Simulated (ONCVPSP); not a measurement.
## Before and after: ONCV potential for krypton (Kr)

| Quantity | Value |
| --- | --- |
| Element | krypton |
| Generator | ONCVPSP 4.0.1 |
| Type | optimised norm-conserving Vanderbilt (ONCV) |
| Functional | BLYP |
| Relativity | scalar-relativistic |
| Frozen core | [Ar] |
| Valence charge | 18 |
| Reference configuration | 3d10 4s2 4p5.5 (charge +0.5) |
| Partial waves | 4s: rc 1.20 bohr, ncon 4, nbas 7, qcut 4.8 1/bohr, 2 projectors, debl 3.4 Ha; 4p: rc 1.50 bohr, ncon 5, nbas 9, qcut 6.2 1/bohr, 1 projector; 3d: rc 0.50 bohr, ncon 4, nbas 8, qcut 21.8 1/bohr, 2 projectors, debl 3.3 Ha |
| Local potential | polynomial inside 0.40 bohr (lpopt 3, dvloc0 0 Ha) |
| Core correction | none |

All-electron outer shells of the reference configuration (BLYP, scalar-relativistic, ld1.x):

```json
{"shell": "3s", "level (eV)": "-269.34", "outermost node (bohr)": "0.22", "outermost maximum (bohr)": "0.47"}
{"shell": "3p", "level (eV)": "-200.68", "outermost node (bohr)": "0.20", "outermost maximum (bohr)": "0.46"}
{"shell": "3d", "level (eV)": "-87.01", "outermost node (bohr)": "–", "outermost maximum (bohr)": "0.41"}
{"shell": "4s", "level (eV)": "-28.22", "outermost node (bohr)": "0.64", "outermost maximum (bohr)": "1.34"}
{"shell": "4p", "level (eV)": "-14.08", "outermost node (bohr)": "0.67", "outermost maximum (bohr)": "1.54"}
```

Change: d: qcut 13.3.

Cutoffs: the cutoffs (Ha) at which the residual kinetic energy of the hardest occupied pseudo-wave falls to 1 and 0.1 mHa per electron; they do not see the model core or the augmentation charge, which bear on the density cutoff. Errors are all-electron minus pseudo energies relative to the spin-unpolarised reference configuration.

Task: How do hardness, ghosts and transferability respond?

Result: The potential gets harder (818 Ha and 984 Ha → 1136 Ha and 1606 Ha); both files keep a bound ghost (p, s); the errors of the 4 common tests hardly move.

```tsv
quantity	base	changed
cutoff, loose	818 Ha	1136 Ha
cutoff, tight	984 Ha	1606 Ha
loose cutoff by channel	s 24 Ha, p 15 Ha, d 818 Ha	s 24 Ha, p 15 Ha, d 1136 Ha
bound ghosts	s, p	s, p
GHOST(+) flags under 300 eV	s at 222.5 eV	s at 222.5 eV
error for 3d10 4s2 4p6, meV [ΔE -5.78 eV]	+1.9	+1.9
error for 3d10 4s2 4p5, meV [ΔE 8.35 eV]	-0.7	-0.7
error for 3d10 4s2 4p4, meV [ΔE 33.36 eV]	+5.3	+5.3
error for 3d10 4s2 4p2, meV [ΔE 120.01 eV]	+78	+78
s: phases at 1.22 bohr within 0.05 rad from the reference energy up to (Ha; the scan ends near 5)	to the end of the scan	to the end of the scan
p: phases at 1.52 bohr within 0.05 rad from the reference energy up to (Ha; the scan ends near 5)	3.3	3.3
d: phases at 0.51 bohr within 0.05 rad from the reference energy up to (Ha; the scan ends near 5)	to the end of the scan	to the end of the scan
```

 A true bound ghost makes a file unfit for plane-wave use even where its test errors are small: the radial tests pick states by their node count and pass the ghost by.
